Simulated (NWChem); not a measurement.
Program: NWChem. System: H2Cl3NSi, charge 0, spin multiplicity 1, at a geometry optimised with B3LYP/def2-SVP. The structure started from a generated list of species. Level: MP2/def2-TZVP, 21 core orbitals frozen.

Input file:

```
start mol
memory heap 200 mb stack 800 mb global 1000 mb
geometry units angstroms nocenter noautoz
  N      0.174694    -1.970393     0.000000
  Si     0.017133    -0.277936     0.000000
  Cl     0.921527     0.454392    -1.699335
  Cl     0.921527     0.454392     1.699335
  Cl    -1.931247     0.426733     0.000000
  H      0.018264    -2.509960    -0.845637
  H      0.018264    -2.509960     0.845637
  symmetry group Cs
end
basis spherical
  * library def2-tzvp
end
scf
  rhf
  nopen 0
  maxiter 100
  thresh 1e-7
  semidirect memsize 60000000 filesize 0
end
mp2
  freeze core 21
end
task mp2 energy
```

NWChem printed:

```
             Northwest Computational Chemistry Package (NWChem) 7.3.0
             --------------------------------------------------------

                                NWChem Input Module
                                -------------------

 Scaling coordinates for geometry "geometry" by  1.889725989
 (inverse scale =  0.529177249)

 Turning off AUTOSYM since
 SYMMETRY directive was detected!

                             Geometry "geometry" -> ""
                             -------------------------

 Output coordinates in angstroms (scale by  1.889725989 to convert to a.u.)

  No.       Tag          Charge          X              Y              Z
 ---- ---------------- ---------- -------------- -------------- --------------
    1 N                    7.0000     0.17469400    -1.97039300     0.00000000
    2 Si                  14.0000     0.01713300    -0.27793600     0.00000000
    3 Cl                  17.0000     0.92152700     0.45439200    -1.69933500
    4 Cl                  17.0000     0.92152700     0.45439200     1.69933500
    5 Cl                  17.0000    -1.93124700     0.42673300     0.00000000
    6 H                    1.0000     0.01826400    -2.50996000    -0.84563700
    7 H                    1.0000     0.01826400    -2.50996000     0.84563700

 Effective nuclear repulsion energy (a.u.)     440.5471963160

            Nuclear Dipole moment (a.u.)
            ----------------------------
        X                 Y               Z
 ---------------- ---------------- ----------------
    -0.0000623610     0.0000264562     0.0000000000

      Symmetry information
      --------------------

 Group name             Cs
 Group number              2
 Group order               2
 No. of unique centers     5

      Symmetry unique atoms

     1    2    3    5    6


 Summary of "ao basis" -> "" (spherical)
 ------------------------------------------------------------------------------
       Tag                 Description            Shells   Functions and Types
 ---------------- ------------------------------  ------  ---------------------
 *                         def2-tzvp                  on all atoms
[...]
  Active beta occupied  =     16
  Active alpha virtual  =    154
  Active beta virtual   =    154
  Use MO symmetry       = T
  Use skeleton AO sym   = T

  AO/Fock/Back tols     =   1.0D-09  1.0D-09  1.0D-09

 GA uses MA = F    GA memory limited = T

 Available:
  local mem=  1.15D+08
 global mem=  1.31D+08
 local disk=  0.00D+00
  mp2_memr nvloc                   154
  nvloc new                   154
   1 passes of  16:        5242880                     197571                 140571456.
   1 passes of  16: M    114678777           G      130999038           F     109435897.
  mp2_memr nvloc                   154
  nvloc new                   154
   2 passes of   8:        5242880                     135996                  70316903.
   2 passes of   8: M    114678777           G      130999038           F     109435897.

 Semi-direct pass number   1 of   2  for RHF alpha+beta  at       44.7s
  vrange nnbf                 16772
  mp2_eaftype                   268  avail_ma_in_mb                   999
 EAF : mp2_eaftype filesize         268   35158451.
  mp2_eaf for mointskh                    268
Node 0 wrote    165.3 Mb in      0.1 s     Agg I/O rate:  1901.6 Mb/s
 Done moints_semi at       75.5s
  mp2_eaftype                   268  avail_ma_in_mb                   731
 EAF : mp2_eaftype filesize         268   35158451.
  mp2_eaf for kh                   268
 Done maket at       76.5s
 Semi-direct pass number   2 of   2  for RHF alpha+beta  at       76.5s
  vrange nnbf                 16772
  mp2_eaftype                   268  avail_ma_in_mb                   731
 EAF : mp2_eaftype filesize         268   35158451.
  mp2_eaf for mointskh                    268
Node 0 wrote    165.3 Mb in      0.1 s     Agg I/O rate:  1983.3 Mb/s
 Done moints_semi at      104.9s
  mp2_eaftype                   268  avail_ma_in_mb                   731
 EAF : mp2_eaftype filesize         268   35158451.
  mp2_eaf for kh                   268
 Done maket at      105.6s
 Done multipass loop at      105.6s

          -------------------------------------------
          SCF energy               -1723.322995491029
          Correlation energy          -0.874743285222
          Singlet pairs               -0.539205226206
          Triplet pairs               -0.335538059015
          Total MP2 energy         -1724.197738776250
          -------------------------------------------

          ---------------------------------------------------
                    Spin Component Scaled (SCS) MP2
          Same spin pairs                     -0.223692039343
          Same spin scaling factor             0.333333333333
          Opposite spin pairs                 -0.651051245878
          Opposite spin scaling fact.          1.200000000000
          SCS-MP2 correlation energy          -0.855825508168
          Total SCS-MP2 energy             -1724.178820999197
          ---------------------------------------------------

 -----------------------
 Performance information
 -----------------------

 Timer overhead =  2.08D-07 seconds/call

               Nr. of calls         CPU time (s)                 Wall time (s)                GFlops
             ---------------    -------------------     ------------------------------   -------------------
Name         Min   Avg   Max    Min     Avg     Max     Min     Avg     Max   Mx/calls   Min     Max     Sum
mp2: moin     2     2     2    59.     59.     59.      59.     59.     59.     30.      0.0     0.0     0.0
mp2: make     2     2     2    1.7     1.7     1.7      1.7     1.7     1.7    0.87      0.0     0.0     0.0
mp2: tota     1     1     1    61.     61.     61.      61.     61.     61.     61.      0.0     0.0     0.0

 The average no. of pstat calls per process was 5.00D+00
 with a timing overhead of 1.04D-06s

 Task  times  cpu:      105.6s     wall:      105.6s

 Total times  cpu:      105.6s     wall:      105.6s
```
